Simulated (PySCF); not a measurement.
AlBH3 (calculated)

All values are calculated (PySCF 2.14.0). Calculation on a computer-drawn molecule: vertical ionisation energy to the stated ion spin, frozen-core CCSD(T) at the basis limit and cheaper methods, single-reference cases, UHF for radicals, no spin-orbit; all values are single points at the evaluated structure, the first of each entry, which is the reference or a displaced copy of it and isn't optimised; the reference structure only sets the zero of the energies above reference; triples share is (T) over the correlation energy.

Common to all runs: charge 1; multiplicity 1; ion multiplicity 2; diffuse functions no; basis cc-pV(n+d)Z; reference is the Hartree-Fock double-zeta minimum; best is HF at quadruple zeta + MP2 correlation extrapolated from triple and quadruple zeta + CCSD(T) minus MP2 at triple zeta; basis step is the size of the change from the same recipe one zeta lower.

(1) AlBH3

Evaluated structure:
```xyz
5
AlBH3
B      2.0650    -0.4882    -0.9239
Al     0.7787    -1.1341    -3.1021
H      1.8812     0.5921    -0.4529
H      2.6715    -1.3617    -0.3855
H      0.0361    -1.5444    -4.4471
```

Reference structure:
```xyz
5
AlBH3
B      2.0353    -0.5078    -0.8733
Al     1.0135    -1.0398    -2.7164
H      1.9145     0.6049    -0.4727
H      2.6781    -1.3490    -0.3322
H      0.2841    -1.4192    -4.0319
```

The calculation gives: ionisation energy best 15.88 eV; ionisation energy basis step 0.02516 eV; energy above reference best 13.85 kcal/mol; energy above reference basis step 0.3102 kcal/mol; ionisation energy Koopmans at triple zeta 15.58 eV; ionisation energy EOM CCSD at triple zeta 15.83 eV; total energy HF triple zeta -268.0297 hartree; total energy CCSD(T) triple zeta -268.2129 hartree; total energy best -268.2320 hartree; T1 diagnostic at triple zeta 0.01307; D1 diagnostic at triple zeta 0.02969; ion T1 diagnostic at triple zeta 0.02298; ion D1 diagnostic at triple zeta 0.06024; ion spin squared at triple zeta 0.8037; triples share at triple zeta 0.02614; basis functions triple zeta 111.

Drawn bonds:
```csv
atom,other atom,order
1,2,1
1,3,1
1,4,1
2,5,1
```

Triple zeta:
```csv
method,ionisation energy (eV),energy above reference (kcal/mol)
HF,14.76,13.27
PBE,15.68,12.1
r2SCAN,15.65,13.47
B3LYP,15.77,12.9
wB97X,15.73,14.93
MP2,15.69,14.46
CCSD,15.74,13.63
CCSD(T),15.79,13.37
```

(2) AlBH3

Evaluated structure:
```xyz
5
AlBH3
B      2.0650    -0.4882    -0.9239
Al     0.7639    -1.1415    -3.1271
H      1.8812     0.5921    -0.4529
H      2.6715    -1.3617    -0.3855
H      0.0213    -1.5518    -4.4721
```

Reference structure:
```xyz
5
AlBH3
B      2.0353    -0.5078    -0.8733
Al     1.0135    -1.0398    -2.7164
H      1.9145     0.6049    -0.4727
H      2.6781    -1.3490    -0.3322
H      0.2841    -1.4192    -4.0319
```

The calculation gives: ionisation energy best 15.82 eV; ionisation energy basis step 0.02481 eV; energy above reference best 15.17 kcal/mol; energy above reference basis step 0.32 kcal/mol; ionisation energy Koopmans at triple zeta 15.5 eV; ionisation energy EOM CCSD at triple zeta 15.77 eV; total energy HF triple zeta -268.0276 hartree; total energy CCSD(T) triple zeta -268.2108 hartree; total energy best -268.2299 hartree; T1 diagnostic at triple zeta 0.01346; D1 diagnostic at triple zeta 0.03106; ion T1 diagnostic at triple zeta 0.02282; ion D1 diagnostic at triple zeta 0.06002; ion spin squared at triple zeta 0.8027; triples share at triple zeta 0.02635; basis functions triple zeta 111.

Drawn bonds:
```csv
atom,other atom,order
1,2,1
1,3,1
1,4,1
2,5,1
```

Triple zeta:
```csv
method,ionisation energy (eV),energy above reference (kcal/mol)
HF,14.69,14.6
PBE,15.62,13.3
r2SCAN,15.59,14.76
B3LYP,15.71,14.13
wB97X,15.67,16.34
MP2,15.62,15.86
CCSD,15.67,14.96
CCSD(T),15.73,14.68
```
